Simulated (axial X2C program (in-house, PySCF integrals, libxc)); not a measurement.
# Low determinants of Pt⁺

Calculated with an axial X2C code built on PySCF integrals, basis dyall-cv3z (cores contracted in-house), spin-free (one-electron X2C) and two-component (2c, atomic mean-field Coulomb and Gaunt terms). Energies in eV from the lowest row of each column (rows without correlated energies are left out; n/a marks j-coupled starts, which PBE0 does not hold); electrons by l are Mulliken totals of the Hartree–Fock solution, and PBE0 can relax to another configuration under the same block occupation. Coupled cluster uses truncated natural virtuals with an MP2 remainder. Frozen shells in the correlated columns: 5 s, 4 p, 2 d, 1 f.

Spin-free determinants:

| electrons by l | M_S, M_L | HF | MP2 | CCSD(T) | PBE0 |
| --- | --- | --- | --- | --- | --- |
| s10 p24 d29 f14 | 1/2, 0 | 0.01 | 0.00 | 0.00 | 0.00 |
| s10.1 p24 d28.9 f14 | 1/2, 2 | 0.00 | 0.03 | 0.05 | 0.07 |
| s10 p24 d29 f14 | 1/2, 1 | 0.10 | 0.06 | 0.05 | 0.07 |
| s11 p24 d28 f14 | 3/2, 2 | 0.29 | 0.91 | 0.90 | 0.81 |
| s11 p24 d28 f14 | 3/2, 3 | 0.35 | 0.95 | 0.95 | 0.98 |

Two-component determinants:

```
     electrons by l  2M_J    HF   MP2  CCSD(T)  PBE0
    s10 p24 d29 f14     1  0.12  0.01     0.00  0.13
s10.2 p24 d28.8 f14     3  0.00  0.00     0.01  0.06
s10.2 p24 d28.8 f14     5  0.04  0.01     0.03  0.00
    s11 p24 d28 f14     9  0.09  0.58     0.58  0.57
    s11 p24 d28 f14     7  0.16  0.66     0.62  0.55
```

Ground level as tabulated from the NIST Atomic Spectra Database (leading term): 2S+1 = 2, L = 2, J = 5/2.

Spin-free rows of one term, and 2c rows of one J level, should be degenerate; broken spherical symmetry, the missing current term of PBE0 and determinants that mix terms or J levels spread them. The search is wide but not exhaustive and can miss a configuration; gaps between s and d configurations can be off by some tenths of an eV with this basis and core.

The run took 2.5 min on 1 thread of Arm Neoverse V2, with other jobs on the host.
